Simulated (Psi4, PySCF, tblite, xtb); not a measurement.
Approach curve of the dimer CH3Cl ··· H4Si (SMILES CCl and [SiH4]). Monomers: optimised at B3LYP-D3(BJ) (def2-TZVP), held rigid. Orientation: lowest of the rigid-body minima from ten starts at GFN2-xTB. R is the distance of the centres of mass, along which the second monomer moves.

Methods: RKS-B3LYP/6-31G* = restricted B3LYP/6-31G*, spherical d, no counterpoise correction run with PySCF; GFN2-xTB (tblite); GFN1-xTB (xtb); wB97X-D/def2-TZVP, counterpoise-corrected (Psi4).

Interaction energies in kJ/mol; the last columns give the difference from wB97X-D:

| R / Å | RKS-B3LYP/6-31G* | GFN2-xTB | GFN1-xTB | wB97X-D/def2-TZVP | RKS-B3LYP/6-31G* − wB97X-D/def2-TZVP | GFN2-xTB − wB97X-D/def2-TZVP | GFN1-xTB − wB97X-D/def2-TZVP |
|---|---|---|---|---|---|---|---|
| 2.98 | 30.20 | 6.91 | -36.61 | 17.59 | 12.62 | -10.67 | -54.20 |
| 3.24 | 11.12 | -3.33 | -31.46 | 1.06 | 10.06 | -4.39 | -32.52 |
| 3.39 | 5.66 | -5.30 | -26.41 | -3.13 | 8.79 | -2.17 | -23.28 |
| 3.61 | 1.51 | -6.01 | -19.05 | -5.53 | 7.03 | -0.48 | -13.52 |
| 3.81 | -0.12 | -5.70 | -13.53 | -5.73 | 5.61 | 0.02 | -7.81 |
| 3.99 | -0.72 | -5.13 | -9.78 | -5.22 | 4.51 | 0.10 | -4.56 |
| 4.34 | -0.92 | -3.83 | -5.23 | -3.84 | 2.92 | 0.01 | -1.39 |
| 4.63 | -0.80 | -2.90 | -3.24 | -2.85 | 2.05 | -0.05 | -0.40 |
| 5.11 | -0.54 | -1.78 | -1.66 | -1.68 | 1.15 | -0.09 | 0.03 |
| 5.81 | -0.24 | -0.84 | -0.75 | -0.75 | 0.52 | -0.09 | 0.00 |
| 6.84 | -0.06 | -0.29 | -0.28 | -0.26 | 0.20 | -0.02 | -0.01 |
| 8.13 | -0.02 | -0.08 | -0.09 | -0.10 | 0.07 | 0.01 | 0.00 |

RKS-B3LYP/6-31G* is furthest from wB97X-D/def2-TZVP at 2.98 (12.62 kJ/mol, above); its mean absolute difference over the points is 4.63 kJ/mol.

GFN2-xTB is furthest from wB97X-D/def2-TZVP at 2.98 (-10.67 kJ/mol, below); its mean absolute difference over the points is 1.51 kJ/mol.

GFN1-xTB is furthest from wB97X-D/def2-TZVP at 2.98 (-54.20 kJ/mol, below); its mean absolute difference over the points is 11.48 kJ/mol.
